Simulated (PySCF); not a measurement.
A GIAO shielding run with PySCF 2.14 (density fitting, non-relativistic, gas phase) on `C1C[C@@H](N=C)[O+]([AlH3-])C1`, C5H12AlNO:

```
$ OMP_NUM_THREADS=1 python probes_run.py task.json out

{"job": {"kind": "nmr", "xc": "WP04", "basis": "pcSseg-1", "pop": false}, "charge": 0, "multiplicity": 1}
C      1.748944    -2.318960    -0.173796
N      0.891936    -1.469912     0.194533
C      0.531698    -0.413375    -0.679214
C      1.168519     0.928275    -0.303077
C      0.063391     1.964957    -0.570065
C     -1.130938     1.127504    -1.027478
O     -0.875514    -0.184960    -0.512952
Al    -1.812751    -0.787400     1.185847
H      2.230105    -2.309723    -1.171222
H      2.040424    -3.118934     0.519350
H      0.694897    -0.654836    -1.750214
H      2.086318     1.100140    -0.881725
H      1.430438     0.892570     0.763335
H     -0.179815     2.512335     0.350478
H      0.347296     2.702301    -1.333672
H     -1.193186     1.055740    -2.125786
H     -2.104279     1.442243    -0.631998
H     -1.837747    -2.385087     1.129841
H     -3.187081    -0.041525     0.786020
H     -0.960785    -0.027345     2.318121
```

Hardware: 1 thread of an Arm Neoverse N1, shared host. The job also computes ring-centre shieldings.

Question: How large is the calculation?

Answer: 70 electrons, 203 basis functions and 1069 auxiliary functions.

Question: How long does it take, and how much memory does it need?

Answer: 66 s of wall time, with 15 SCF cycles and 4 response iterations; peak memory 0.95 GiB. Times on a shared host scatter by some tens of per cent.

Question: And these other runs on the same molecule and hardware: GIAO shielding at PBE0/pcSseg-1?

Answer: PBE0/pcSseg-1: 203 functions, 89 s.
